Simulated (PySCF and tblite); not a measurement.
The numbers below are computed, except where a source is named.
2 E/Z isomers of C₃H₁₀Ge₂, numbered alike:

```csv
isomer,SMILES,descriptors
A,[CH3:1]/[C:2]([GeH3:3])=[CH:4]/[GeH3:5],2=4 Z
B,[CH3:1]/[C:2]([GeH3:3])=[CH:4]\[GeH3:5],2=4 E
```

Protocol: conformer search, at most 6 conformers an isomer, GFN2-xTB geometries, energies PBE0/def2-SVP (IEF-PCM, water) (D3(BJ) added where defined), weights at 298.15 K with GFN2-xTB thermal terms. Programs: PySCF with density fitting and tblite.

Problem. Rank the isomers by free energy at 298.15 K.

Solution. 
| isomer | ΔG (kcal/mol) | ΔE, lowest conformer | conformers | largest weight % | rms dipole (D) |
| --- | --- | --- | --- | --- | --- |
| B | 0.0 | 0.0 | 1 | 100 | 0.72 |
| A | 1.3 | 1.1 | 1 | 100 | 1.48 |

Problem. If they could interconvert freely, what would the mixture hold (chiral isomers as racemates)?

Solution. B 90 %, A 10 %. A racemate gains RT ln 2.
